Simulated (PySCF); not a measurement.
**Structure from NMR data**

An unknown has the formula CH9N2PSi. Its calculated NMR data are:

1H NMR (500 MHz, computed): δ 0.92 (m, 2H), 0.45 (br s, 4H), 0.12 (m, 3H).

13C{1H} NMR (computed): δ 5.2.

- shielding tensors at PBE0/pcSseg-1 (GIAO)
- GFN2-xTB geometry
- run in PySCF 2.14.0 with density-fitted response routines
- gas phase, no relativistic terms, single conformer, rapidly exchanging positions averaged

Scale: TMS for 1H, 13C (reference shieldings calculated alike).

Q: What is the structure?

A: 
1. Carbon types of the structure: 1 × CH3, leaving 6 H on heteroatoms.
2. δC 5.2: methyl carbon bonded to Si; an electropositive neighbour leaves it electron-rich and shielded.
3. δH 0.92: hydrogen on a phosphorus bonded to Si.
4. δH 0.45: hydrogen on a nitrogen bonded to Si; exchangeable, gas-phase position.
5. δH 0.12: hydrogen on a methyl carbon bonded to Si; an electropositive neighbour shields it, as in TMS itself.

These data were computed for `C[Si](N)(N)P`.

This is the structure that produced the data.

OH/NH shifts are gas-phase values; hydrogen bonding in solution moves them, usually downfield. Splittings by 31P in the carbon and heteronuclear signals aren't shown, as no couplings were computed. Shifts are as computed. Against solution values, carbons near 30 ppm lie about +3 ppm off and those near 130 ppm about +5 ppm (rms about the fit 2.1 ppm; single classes can miss by 10 ppm). Of 1328 compounds with measured shifts, 309 miss one by over three times the rms of a fit or turn the order of signals round; such compounds aren't used in these exercises. Signals without a measured value on file couldn't be tested in this way; 1H shifts scatter by 0.2 ppm about their fit, and single ones miss by 0.5 ppm. Multiplicities follow the n + 1 count of equivalent neighbours, as no J values were calculated; m marks all less simple cases, F and P coupling included.
